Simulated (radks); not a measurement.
Task: The mean radii <r> (bohr) of the occupied orbitals of an atom or ion are listed with their occupations. Method: Dirac Kohn-Sham, PBE, spin-unpolarised, spherical densities, finite nucleus; Fermi nuclear charge, rms radius of each element as measured or else 0.836 A^(1/3) + 0.57 fm; computed with a radial shooting solver on a logarithmic mesh with Libxc functionals.

orbital      occ.      <r>
1s1/2           2  0.01744
2s1/2           2  0.07296
2p1/2           2  0.06017
2p3/2           4  0.06847
3s1/2           2   0.1886
3p1/2           2   0.1787
3p3/2           4   0.1934
3d3/2           4   0.1686
3d5/2           6   0.1731
4s1/2           2   0.3899
4p1/2     1.66667   0.3874
4p3/2     3.33333   0.4106
4d3/2         2.4   0.4014
4d5/2         3.6   0.4080
5p1/2    0.333333   0.6956
5p3/2    0.666667   0.7270

Name the element and its charge. Open shells, if any, are shared by 2j + 1.

Result: Z = 77, iridium, charge +35: Ir35+ in [Ar] 3d10 4s2 4p5 4d6 5p1. The 1s radius gives Z: for a bare nucleus <r> = (2 gamma + 1)/(2Z) with gamma = sqrt(1 - (Z/c)^2), 0.01724 bohr for Z = 77, and screening makes it slightly larger (0.01744 here). The occupations add up to 42, and the charge is Z minus that.
